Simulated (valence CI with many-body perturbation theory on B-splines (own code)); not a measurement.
## Energy levels of Re⁶⁹⁺

Computed by configuration interaction combined with many-body perturbation theory (CI+MBPT): four valence electrons over a frozen Dirac-Fock core [He], radial functions for each j: 9 s, 9 p, 8 d, 6 f, 3 g, 1 h, with the one-electron correlation potential Σ1 (screened to all orders), the two-electron term Σ2, the three-electron term Σ3, Breit, model QED; selected single and double excitations, second order for the rest, scaled by the run's own slope (own B-spline code, finite nucleus).

No measured spectrum was set against this ion. As an estimate, large intervals hold to a few tenths of a per cent, small ones and those within an open d or f shell to about a per cent.

Levels 1 to 40 of 40, with energies above the lowest level, (2s^2 2p1/2^2) J=0. "Leading %" is the weight of the configuration and term that name the level; weights of strongly mixed levels are sums over their largest components and can fall short, so below about 35 % the name and the second component can differ from the true leading terms, or belong to a minority configuration. In the jj column 3d3/2^4 stands for four electrons in 3d with j = 3/2. Lifetimes count E1, E2, E3, M1 and M2 decay at the calculated energies, and are blank where another channel may lead or the interval is too uncertain; long ones can be off by a factor of two.

```
No.  Configuration  Term  J  E (Ry)  Leading %  Lifetime                Leading jj
  1         2s²2p²    ³P  0    0.00         68                2s^2 2p1/2^2 (100 %)
  2         2s²2p²    ³P  1  110.42        100   48.2 ps  2s^2 2p1/2 2p3/2 (100 %)
  3         2s²2p²    ¹D  2  111.76         65   8.63 ns  2s^2 2p1/2 2p3/2 (100 %)
  4          2s2p³   ³P°  2  133.13         49   29.0 ps  2s 2p1/2^2 2p3/2 (100 %)
  5          2s2p³   ¹P°  1  139.72         31   69.7 fs  2s 2p1/2^2 2p3/2 (100 %)
  6         2s²2p²    ³P  2  224.02         65   11.4 ps       2s^2 2p3/2^2 (99 %)
  7         2s²2p²    ¹S  0  228.74         67   10.3 ps       2s^2 2p3/2^2 (99 %)
  8          2s2p³   ⁵S°  2  241.40         50    299 fs  2s 2p1/2 2p3/2^2 (100 %)
  9          2s2p³   ³D°  3  244.70        100    316 fs  2s 2p1/2 2p3/2^2 (100 %)
 10          2s2p³   ³P°  0  249.44        100   89.0 fs  2s 2p1/2 2p3/2^2 (100 %)
 11          2s2p³   ³S°  1  251.15         53   45.1 fs  2s 2p1/2 2p3/2^2 (100 %)
 12          2s2p³   ¹D°  2  251.81         74   46.2 fs  2s 2p1/2 2p3/2^2 (100 %)
 13          2s2p³   ³P°  1  252.14         64   79.3 fs  2s 2p1/2 2p3/2^2 (100 %)
 14            2p⁴    ³P  2  275.83         67   48.2 fs    2p1/2^2 2p3/2^2 (99 %)
 15            2p⁴    ¹S  0  280.75         64   43.6 fs    2p1/2^2 2p3/2^2 (99 %)
 16          2s2p³   ³P°  2  359.56         51   93.5 fs        2s 2p3/2^3 (100 %)
 17          2s2p³   ¹P°  1  366.03         36   37.3 fs        2s 2p3/2^3 (100 %)
 18            2p⁴    ³P  1  387.48        100   30.7 fs     2p1/2 2p3/2^3 (100 %)
 19            2p⁴    ¹D  2  388.83         68   31.6 fs     2p1/2 2p3/2^3 (100 %)
 20            2p⁴    ³P  0  503.21         65   23.1 fs           2p3/2^4 (100 %)
 21        2s²2p3s   ³P°  0  789.59        100   4.06 fs     2s^2 2p1/2 3s (100 %)
 22        2s²2p3s   ³P°  1  789.85         67   3.35 fs     2s^2 2p1/2 3s (100 %)
 23        2s²2p3p    ³D  1  796.25         74    263 fs  2s^2 2p1/2 3p1/2 (100 %)
 24        2s²2p3p    ³P  0  799.89         67    141 fs   2s^2 2p1/2 3p1/2 (99 %)
 25        2s2p²3s    ⁵P  1  810.35         41   4.08 fs      2s 2p1/2^2 3s (99 %)
 26        2s2p²3s    ³P  0  813.26         68   4.37 fs      2s 2p1/2^2 3s (99 %)
 27        2s2p²3p   ³P°  1  817.65         33   1.73 fs   2s 2p1/2^2 3p1/2 (99 %)
 28        2s2p²3p   ³P°  0  817.71         52    159 fs   2s 2p1/2^2 3p1/2 (99 %)
 29        2s²2p3p    ³D  2  830.59         52    170 fs  2s^2 2p1/2 3p3/2 (100 %)
 30        2s²2p3p    ³P  1  830.67         48    204 fs   2s^2 2p1/2 3p3/2 (99 %)
 31        2s²2p3d   ³F°  2  835.47         75   3.54 fs  2s^2 2p1/2 3d3/2 (100 %)
 32        2s²2p3d   ³D°  1  837.44         50    431 as   2s^2 2p1/2 3d3/2 (99 %)
 33        2s²2p3d   ³P°  2  845.09         47    616 as   2s^2 2p1/2 3d5/2 (98 %)
 34        2s²2p3d   ³F°  3  845.41         46    625 as  2s^2 2p1/2 3d5/2 (100 %)
 35        2s2p²3p   ³P°  2  851.59         36   23.9 fs   2s 2p1/2^2 3p3/2 (98 %)
 36        2s2p²3p   ³D°  1  851.97         30   1.78 fs  2s 2p1/2^2 3p3/2 (100 %)
 37        2s2p²3d    ³D  1  856.40         47   3.93 fs  2s 2p1/2^2 3d3/2 (100 %)
 38        2s2p²3d    ³D  2  856.85         31   3.27 fs   2s 2p1/2^2 3d3/2 (99 %)
 39        2s2p²3d    ³D  3  865.77         38    626 as  2s 2p1/2^2 3d5/2 (100 %)
 40        2s2p²3d    ³F  2  867.08         27    640 as   2s 2p1/2^2 3d5/2 (99 %)
```

The ionisation energy to 2s²2p ²P°1/2 of the next ion comes out as 19005 eV (NIST: 19000 ± 50 eV (theoretical)). All 40 levels together are meant to be complete up to 868.90 Ry.
